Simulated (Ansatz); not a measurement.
**Ligand exchange: BH(CH3)Cl + GeH2(GeH3)(OH) → BH(CH3)(OH) + GeH2(GeH3)Cl**

Species: BH(CH3)Cl, singlet; GeH2(GeH3)(OH), singlet; BH(CH3)(OH), singlet; GeH2(GeH3)Cl, singlet. The partners trade Cl for OH: B–Cl and Ge–OH bonds give way to B–OH and Ge–Cl.

Shapes, held fixed at every level: PBE0-D4/def2-TZVP. Flexible molecules stand in one conformer, not always the lowest. Programs: Ansatz 0.2.0. The zero-point and thermal change to 298 K, harmonic and unscaled (PBE0-D4/def2-TZVP), is +4.6 kJ/mol.

Problem. Estimate ΔH(298 K) of this reaction.

Solution. The highest level, CCSD(T)/def2-TZVPP, gives ΔH(298 K) = -93.0 kJ/mol; the levels span -102.2 to -92.3. The column of differences is taken from that level and isn't an error. No measured value is set beside it here. Relativity is left out for Ge unless named. Correlated rows may include outer-core shells of Ge, which these sets cover unevenly.

```tsv
level	kind	ΔH(298 K) (kJ/mol)	less CCSD(T)/def2-TZVPP
HF/def2-TZVPP	Hartree–Fock	-102.2	-9.2
PBE-D4/def2-TZVPP	GGA	-93.7	-0.7
B3LYP-D4/def2-TZVPP	global hybrid	-98.0	-5.0
PBE0-D4/def2-TZVPP	global hybrid	-97.3	-4.3
r2SCAN0-D4/def2-TZVPP	global hybrid	-97.6	-4.6
MP2/def2-TZVPP	perturbation theory	-92.3	+0.7
CCSD(T)/def2-SVP	coupled cluster or CI	-101.9	-8.9
CCSD(T)/def2-TZVPP	coupled cluster or CI	-93.0	0.0
```
